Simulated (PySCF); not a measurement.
**Working out the ionisation energy of Kr⁺**

Kr⁺ [Ar] 3d10 4s2 4p5 (2P) → Kr²⁺ [Ar] 3d10 4s2 4p4 (3P). Calculation: PySCF 2.14, in aug-cc-pVQZ-PP with one added diffuse shell each of s, p, d, f, g type with ECP10MDF (8s7p6d4f3g, 114 functions); a scalar-relativistic core potential. Frozen: 3s2 3p6 3d10. Energies in hartree (1 hartree = 27.21139 eV):

```json
{"part": "UHF", "Kr⁺ (lower)": "-461.720940", "Kr²⁺ (upper)": "-460.867168"}
{"part": "MP2 opposite-spin", "Kr⁺ (lower)": "-0.123426", "Kr²⁺ (upper)": "-0.095191"}
{"part": "MP2 same-spin", "Kr⁺ (lower)": "-0.033228", "Kr²⁺ (upper)": "-0.025774"}
```

Q: What does Hartree-Fock give?

A: (-460.867168) − (-461.720940) = 0.853772 hartree = 23.232 eV.

Q: What do MP2 and SCS-MP2 (6/5 opposite-spin, 1/3 same-spin) give?

A: The opposite-spin parts differ by 0.768 eV and the same-spin parts by 0.203 eV. MP2: 23.232 + (0.768) + (0.203) = 24.203 eV. SCS-MP2: 23.232 + 1.2 × (0.768) + (0.203)/3 = 24.221 eV.

Reference: 24.360 eV (measured; NIST Atomic Spectra Database, ionization energies), between the lowest levels; spin-orbit coupling is absent from the calculation.

What remains against the reference includes basis incompleteness, the frozen core and correlation beyond second order.
